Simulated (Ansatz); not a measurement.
```xyz
24

C    -2.102   -0.702   -0.429
W     0.073   -0.090   -0.846
C    -0.933    0.192   -2.535
O    -1.531    0.400   -3.490
C     0.067   -2.061   -0.606
O     0.062   -3.192   -0.420
C     1.390   -0.689   -2.213
O     2.150   -1.034   -3.000
C     1.336    1.825   -0.399
C    -0.010    2.171   -0.111
C    -0.438    1.364    0.965
C     0.623    0.500    1.367
Si    0.591   -0.760    2.737
C     1.727    0.803    0.510
H    -2.482   -1.483   -1.086
H    -2.743    0.174   -0.539
H    -2.166   -1.062    0.599
H     1.958    2.279   -1.155
H    -0.598    2.921   -0.618
H    -1.428    1.377    1.396
H    -0.752   -1.389    2.797
H     1.633   -1.781    2.468
H     0.872   -0.111    4.045
H     2.704    0.346    0.561
```

Charge 0, multiplicity 1. W: def2 effective core potential.

Problem. List the ωB97M-V/def2-TZVPP orbital energies in eV (the Gaussian-basis code of Ansatz). (An estimate is asked.)

Solution. Computed: Occupied: -1807.23, -527.98, -527.95, -527.93, -284.77, -284.64, -284.63, -282.76, -282.67, -282.66, -282.65, -282.36, -281.00, -148.32, -102.43, -102.42, -102.42, -83.93, -47.27, -46.92, -46.92, -34.29, -34.24, -34.22, -28.46, -23.67, -23.63, -21.55, -19.20, -19.12, -18.85, -18.59, -18.47, -18.20, -16.77, -16.39, -15.94, -15.73, -15.51, -15.48, -15.32, -15.20, -14.76, -14.62, -14.38, -14.26, -14.12, -14.02, -13.17, -13.06, -12.41, -12.38, -12.23, -10.72, -10.33, -9.93, -8.34, -8.25. Lowest empty: 0.65, 0.90, 1.47, 1.64, 1.75, 2.14, 2.40, 2.57.
